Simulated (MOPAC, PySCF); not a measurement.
[Mo(F)6], neutral singlet in the gas phase. 

Cartesian coordinates (Å):
```xyz
7

Mo    -0.0004     0.0002    -0.0001
F      0.5626    -0.9889    -1.4450
F      1.5884    -0.3531     0.8565
F     -0.5636     0.9890     1.4449
F      0.7361     1.5126    -0.7439
F     -1.5890     0.3536    -0.8571
F     -0.7368    -1.5121     0.7439
```
Charge 0, multiplicity 1.

All levels are single points at this geometry (TPSS-D3(BJ)/def2-SVP); Pople sets use spherical d functions. Orbital energies aren't observables, and empty levels follow the basis.

B3LYP/LANL2DZ in PySCF gives dipole (D) = 0.00.

Task: Estimate the dipole (D) from each of these levels: B3LYP-D3(BJ)/def2-TZVP in PySCF; PBE-D3(BJ)/def2-TZVP in PySCF; TPSSh-D3(BJ)/def2-TZVP in PySCF; B3LYP/6-311+G** (LANL2DZ on Mo) in PySCF; B3LYP/6-31G* (LANL2DZ on Mo) in PySCF; BP86/6-31G* (LANL2DZ on Mo) in PySCF; M06-2X/6-31G* (LANL2DZ on Mo) in PySCF; PBE/6-31G* (LANL2DZ on Mo) in PySCF; HF/6-31G* (LANL2DZ on Mo) in PySCF; AM1 in MOPAC; PM6 in MOPAC; PM7 in MOPAC.

Result: 
| level | dipole (D) |
|---|---|
| B3LYP-D3(BJ)/def2-TZVP in PySCF | 0.00 |
| PBE-D3(BJ)/def2-TZVP in PySCF | 0.00 |
| TPSSh-D3(BJ)/def2-TZVP in PySCF | 0.00 |
| B3LYP/6-311+G** (LANL2DZ on Mo) in PySCF | 0.00 |
| B3LYP/6-31G* (LANL2DZ on Mo) in PySCF | 0.00 |
| BP86/6-31G* (LANL2DZ on Mo) in PySCF | 0.00 |
| M06-2X/6-31G* (LANL2DZ on Mo) in PySCF | 0.00 |
| PBE/6-31G* (LANL2DZ on Mo) in PySCF | 0.00 |
| HF/6-31G* (LANL2DZ on Mo) in PySCF | 0.00 |
| AM1 in MOPAC | 0.00 |
| PM6 in MOPAC | 0.00 |
| PM7 in MOPAC | 0.00 |
